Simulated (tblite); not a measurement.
Task: What does the GFN2-xTB structure of InChI=1S/C2H3NOSi/c3-1-5-2-4/h2H,5H2 look like in three dimensions?

Result: 
```
atom  x, y, z in Å
N1     2.2762    1.5408   -0.6139
C2     1.5401    0.7083   -0.3358
Si3    0.3391   -0.6476    0.1182
C4    -1.3760    0.2263    0.1105
O5    -2.1836    0.1011    0.9928
H6     0.3662   -1.6237   -0.9709
H7     0.6689   -1.1582    1.4421
H8    -1.6218    0.8623   -0.7677
```

Any rigid rotation of these coordinates is as good. Atoms count from 1 in this order. The 2 C–Si bonds span 1.867 Å (C2–Si3, drawn single) to 1.925 Å (Si3–C4, drawn single), a spread of 0.058 Å. Si3 (SiH2 silicon) is distorted tetrahedral (angles from 104.0° to 116.0°).

Bonds between heavy atoms (Å): N1≡C2 1.146, C2–Si3 1.867, Si3–C4 1.925, C4=O5 1.203.

Structure optimised with GFN2-xTB, isolated species.

Point group: C1 (no symmetry element, even within 0.4 Å). Its GFN2-xTB frequencies are all real (lowest 46 cm⁻¹). One conformer, not necessarily the lowest (C2–Si3–C4–O5 -133°). 2 starts were optimised and ended at 0.00 and 0.21 kcal/mol (GFN2-xTB); the lowest of these is shown.

These are computed values.
